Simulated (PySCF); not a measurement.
Species: C₃H₅F₂Si (doublet state).
Atom-mapped SMILES: `[F:1][CH:2]/[C:3]([F:4])=[CH:5]/[SiH3:6]` (hydrogens: H7 on C2; H8 on C5; H9, H10, H11 on Si6)

Structure used (GFN2-xTB), in Å, numbered top down from 1:
```xyz
11
C3H5F2Si angstrom
F      2.797    0.422   -0.524
C      2.181   -0.164    0.506
C      0.810   -0.215    0.564
F      0.334   -0.842    1.670
C     -0.105    0.278   -0.337
Si    -1.952    0.111   -0.085
H      2.846   -0.572    1.249
H      0.313    0.768   -1.202
H     -2.327    0.781    1.162
H     -2.297   -1.310   -0.008
H     -2.594    0.746   -1.236
```

The hyperfine couplings belong to this conformer and change with its torsions.

Level of theory: PySCF, UKS B3LYP, pcH-1 on C F H Si, non-relativistic, mean-field spin-orbit, GIAO. Geometry: GFN2-xTB, one conformer, isolated molecule. A GFN2-xTB geometry isn't a minimum of the functional, and hyperfine couplings can be far from their values at a DFT geometry. No stability test was run, so a lower SCF solution isn't excluded. ⟨S²⟩ is 0.775 where a pure state has 0.75.

Question: What is the g tensor, term by term?

Answer: 
```csv
Δg (ppm),1,2,3
relativistic mass correction,-161,-161,-161
gauge correction,-8,34,33
orbital Zeeman/spin–orbit,-37,1286,1793
total,-206,1160,1666
```

So g = 2.00211, 2.00348, 2.00398 and g_iso = 2.00319; the tensor is rhombic: the two nearest values differ by 27 % of g3 − g1. Axes: g2 points within 1° of the F1–C2 bond.

Question: Average each term over the three axes. Which is largest in size?

Answer: The orbital-Zeeman/spin–orbit term 1014, the mass correction -161 and the gauge correction 20 ppm, for a total of 873 ppm. The orbital-Zeeman/spin–orbit term is the largest in size. The mass correction is the same along every axis, so the anisotropy comes from the other two: their spans along these axes are 42 (gauge) and 1830 ppm (orbital Zeeman/spin–orbit).

Question: What effective moment and Curie constant follow for a powder?

Answer: With the mean of g² = 4.0128 and S(S+1) = 0.75: μ_eff = √(⟨g²⟩S(S+1)) = 1.735 μB and χT = 0.12505·⟨g²⟩·S(S+1) = 0.376 cm³ K/mol (cgs; spin-Hamiltonian part alone).

Question: In a frozen sample, at which fields do the three g values resonate at 9.5, 34, 94 and 263 GHz (hyperfine left aside), and which band first spreads them over more than twice a line width of 0.5 mT?

Answer: 
| band | GHz | B(g3) mT | B(g2) mT | B(g1) mT | spread mT |
| --- | --- | --- | --- | --- | --- |
| X | 9.5 | 338.70 | 338.79 | 339.02 | 0.32 |
| Q | 34.0 | 1212.20 | 1212.50 | 1213.33 | 1.13 |
| W | 94.0 | 3351.37 | 3352.21 | 3354.50 | 3.13 |
| J | 263.0 | 9376.69 | 9379.06 | 9385.46 | 8.76 |

The spread grows in proportion to the frequency. Q band is the first where it exceeds 1.0 mT.

The largest Mulliken spin populations are on C5 (+0.63), C2 (+0.60) and C3 (-0.23). The positive populations add up to 1.32 and the negative ones to -0.32, together 2S = 1. The angles at C5 add up to 360.0°, so it is planar.

The HOMO–LUMO gaps are 6.31 eV among the α and 4.91 eV among the β orbitals.
